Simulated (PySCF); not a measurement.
Species: C₈H₈.
Z-matrix (Å and degrees, PBE0-D3(BJ)/def2-SVP geometry), rows numbered from 1:
```
C 
C   1  1.3453
C   2  1.4710  1  110.75
C   3  1.5840  2  120.52  1   -55.43
C   4  1.4708  3  120.52  2     0.00
C   5  1.3453  4  110.76  3    55.40
C   1  1.5206  2  110.44  3     5.68
C   3  1.4952  2  107.35  1     7.19
H   1  1.0926  2  125.69  3   174.82
H   2  1.0918  1  125.37  3  -176.55
H   3  1.0930  2  120.42  1   151.85
H   4  1.0930  3  113.77  8   113.28
H   5  1.0918  4  123.79  3  -121.17
H   6  1.0925  5  125.70  4  -174.77
H   7  1.0998  1  115.75  2  -143.91
H   8  1.0928  3  123.51  4  -114.42
```

Computed with TDDFT wB97X-D/def2-SVPD, vertical, gas phase, core orbitals frozen in the response (PySCF 2.14.0, density-fitted response routines).

Computed states:

```
state  E (eV)       f
   S1    5.80   0.037
   S2    5.90  0.0062
   S3    6.21   0.096
   S4    6.57   0.148
   S5    6.95   0.028
   S6    7.01   0.030
   S7    7.35   0.019
   S8    7.57   0.023
   S9    7.74  0.0016
  S10    7.74  0.0044
```

Each state is given a Gaussian of 0.5 eV full width at half maximum, with ε(max) = 2.175×10⁸ f / Δν̃ (Δν̃ the width in cm⁻¹). The width is an assumption, not a result. The curve ends short of the highest state used, and states not computed would add to its high-energy end.

(1) Give the broadened spectrum and its maxima.

(2) On this curve, what absorbance would a 10⁻⁵ mol/L sample give at 193 nm over a 1 cm path?

(3) Coming from long wavelengths, where does ε first pass 100 L mol⁻¹ cm⁻¹?

## Answers

(1) 
```
λ (nm)  ε (L mol⁻¹ cm⁻¹)
 173.6              3378
 175.3              3867
 177.0              4423
 178.6              5019
 180.3              5764
 182.0              6642
 183.7              7604
 185.3              8481
 187.0              9241
 188.7              9711
 190.4              9851
 192.0              9714
 193.7              9366
 195.4              8890
 197.1              8347
 198.8              7764
 200.4              7186
 202.1              6552
 203.8              5917
 205.5              5309
 207.1              4781
 208.8              4281
 210.5              3840
 212.2              3444
 213.8              3094
 215.5              2732
 217.2              2372
 218.9              2015
 220.6              1667
 222.2              1360
 223.9              1064
 225.6               808
 227.3               595
 228.9               434
 230.6               302
 232.3               205
 234.0               135
 235.6                89
 237.3                56
 239.0                34
 240.7                20
 242.4                12
 244.0                 7
 245.7                 4
```

Maxima: 190 nm (6.52 eV), ε about 9900, made up of S3 (19%) and S4 (78%) (ε in L mol⁻¹ cm⁻¹; maxima over ε = 5, shares over 10%).

(2) 193 nm is 6.424 eV, where ε is about 9500 L mol⁻¹ cm⁻¹, so A = ε c l ≈ 0.095 (Beer–Lambert, with the gas-phase spectrum and the assumed width).

(3) At about 235 nm (5.27 eV), 0.52 eV below S1.

All these states lie below the vertical ionisation energy of 8.50 eV (ΔSCF).

Hardware: an Arm Neoverse V1 with one thread, on a shared host. Cost: 2.1 min of wall time.

One conformer stands for the species.
